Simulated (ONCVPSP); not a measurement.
**Varying the ONCV potential for manganese**

Base potential:

- Element: manganese (Mn)
- Generator: ONCVPSP 4.0.1
- Type: optimised norm-conserving Vanderbilt (ONCV)
- Functional: PBE
- Relativity: scalar-relativistic
- Frozen core: [Ne]
- Valence charge: 15
- Reference configuration: 3s2 3p6 3d5 4s1.5 (charge +0.5)
- Partial waves: 3s+4s: rc 1.25 bohr, ncon 5, nbas 10, qcut 10.1 1/bohr, 2 projectors; 3p: rc 1.35 bohr, ncon 4, nbas 7, qcut 10.4 1/bohr, 2 projectors, debl 1.5 Ha; 3d: rc 1.65 bohr, ncon 4, nbas 9, qcut 7.5 1/bohr, 2 projectors, debl 1 Ha
- Local potential: polynomial inside 1.05 bohr (lpopt 5, dvloc0 0 Ha)
- Core correction: Teter function, fcfact 5, rcfact 1.75

In the p channel the program set the typed energies aside and used -2.151, 0.250 Ha.

Cutoffs, loose and tight: the cutoffs (Ha) at which the residual kinetic energy of the hardest occupied pseudo-wave falls to 1 and 0.1 mHa per electron. They do not see the model core or the augmentation charge, which bear on the density cutoff. Test errors are all-electron minus pseudo excitation energies from the reference, over the configurations 3s2 3p6 3d5 4s2; 3s2 3p6 3d5 4s1; 3s2 3p6 3d5 4s0; 3s2 3p6 3d4 4s2 4p1. A dash means not determined; rows that change the core or the reference have their own tests.

1 further variants are left out, since the program set their typed debl aside.

```tsv
change	outcome	cutoff, loose	cutoff, tight	bound ghosts	GHOST(+) flags above zero	largest test error (meV)
base	generated, projector energies reset by the program	39 Ha	103 Ha	none	none	+117
p: rc 1.66	generated, projector energies reset by the program	39 Ha	103 Ha	none	none	+116
local potential polynomial inside 1.20 bohr (lpopt 5, dvloc0 0 Ha)	generated, projector energies reset by the program	39 Ha	103 Ha	none	none	+117
```

Question: What comes out with this change to the base: s: qcut 10.9; p: qcut 11.2; d: qcut 8.1?

Answer: outcome: generated, projector energies reset by the program; cutoff, loose: 42 Ha; cutoff, tight: 50 Ha; bound ghosts: none; GHOST(+) flags above zero: none; largest test error (meV): +100.

Question: What comes out with this change to the base: functional PBEsol?

Answer: outcome: generated, projector energies reset by the program; cutoff, loose: 38 Ha; cutoff, tight: 103 Ha; bound ghosts: none; GHOST(+) flags above zero: none; largest test error (meV): +115.

Question: What comes out with this change to the base: d: qcut 10?

Answer: outcome: generated, projector energies reset by the program; cutoff, loose: 39 Ha; cutoff, tight: 45 Ha; bound ghosts: none; GHOST(+) flags above zero: none; largest test error (meV): +65.
